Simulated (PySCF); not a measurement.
PySCF 2.14 output of an unrestricted MN15 calculation on a single atom or ion in x2c-TZVPall (6s5p4d1f, 48 functions), with scalar relativity by spin-free X2C-1e:

```
SCF conv_tol = 1e-09
number electrons alpha = 10  beta = 9
    H. S. Yu, X. He, S. L. Li, and D. G. Truhlar.,  Chem. Sci. 7, 5032-5051 (2016)
    H. S. Yu, X. He, S. L. Li, and D. G. Truhlar.,  Chem. Sci. 7, 5032-5051 (2016)
cycle= 1 E= -763.742970159094  delta_E= -0.0122  |g|= 0.0265  |ddm|= 0.197
cycle= 2 E= -763.743170063986  delta_E= -0.0002  |g|= 0.0136  |ddm|= 0.0342
cycle= 3 E= -763.743220988367  delta_E= -5.09e-05  |g|= 0.000565  |ddm|= 0.0118
cycle= 4 E= -763.743221399176  delta_E= -4.11e-07  |g|= 0.000116  |ddm|= 0.000959
cycle= 5 E= -763.743221415798  delta_E= -1.66e-08  |g|= 1.31e-05  |ddm|= 0.00021
cycle= 6 E= -763.743221415903  delta_E= -1.05e-10  |g|= 2.75e-07  |ddm|= 1.76e-05
converged SCF energy = -763.743221415903  <S^2> = 0.75022041  2S+1 = 2.0002204
```

The run itself started from symmetry-adapted Hartree-Fock orbitals and held the occupation by maximum overlap, on a logarithmic radial grid, so the iterations belong to that start.

**Question.** Which element, charge and spin multiplicity is this?

**Answer.** Sc²⁺ (scandium, charge +2), multiplicity 2; the state was [Ar] 3d1, 2D determinant.
